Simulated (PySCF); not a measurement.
These are TPSSh-D3(BJ)/def2-TZVP // CAM-B3LYP-D3(BJ)/def2-TZVP run with PySCF values and carry that method's errors. Gas-phase values, no solvent. One relaxed conformer stands for a flexible species; it need not be the lowest. Excitations are Tamm–Dancoff values on a coarser integration grid. The basis has no diffuse functions, so Rydberg states are missing or too high.

Reference species (SMILES): `BC(=C)C(=C)C` (neutral, multiplicity 1).

The S1 excitation (TDA) is 4.14 eV, the S1–T1 gap (TDA) is 1.30 eV and the HOMO comes out as -6.38 eV.

Changed species: `B/C(C)=C/C=C`.

Task: Give the shifts of the S1 excitation (TDA), S1–T1 gap (TDA) and HOMO.

Result: the S1 excitation (TDA) rises by 0.74 eV, to 4.88 eV; the S1–T1 gap (TDA) rises by 1.04 eV, to 2.34 eV; the HOMO decreases by 0.14 eV, to -6.52 eV.
